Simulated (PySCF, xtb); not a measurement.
C4H5FO, SMILES C[C@H]1C(=CO1)F.

GFN2-xTB run with xtb 6.7.1 at its own geometry gives an orbital gap of 4.76 eV and a dipole moment of 1.15 D.

Geometry optimised at r2SCAN-D4/def2-SVP. The structure was generated by enumeration; whether it is a known compound was not checked.

**Question.** What does HF/def2-TZVP run with PySCF give? (The exact figures need the calculation; the answer reports its results.)

**Answer.** gap 13.11 eV (levels -9.40 and 3.71 eV), dipole 0.58 D.
